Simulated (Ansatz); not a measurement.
Ansatz results at the PBE0-D4/def2-TZVP geometry: size of the dipole moment (ωB97M-V/def2-TZVPP) 1.97 D; HOMO energy (PBE0/def2-TZVPP) -7.54 eV; LUMO energy (PBE/def2-TZVPP) -0.84 eV.

Each molecule was computed in one conformer, which needn't be the lowest.

**Question.** Which molecule gave them?
A. `C[SiH](O)I`
B. `B[NH][GaH][F]`
C. `NCB/C=C/F`
D. `[GeH3][AsH][SbH2]`

**Answer.** A. The others give `NCB/C=C/F`: 1.24, -6.56, -2.58; `B[NH][GaH][F]`: 0.65, -8.83, -2.04; `[GeH3][AsH][SbH2]`: 0.39, -7.04, -1.80.
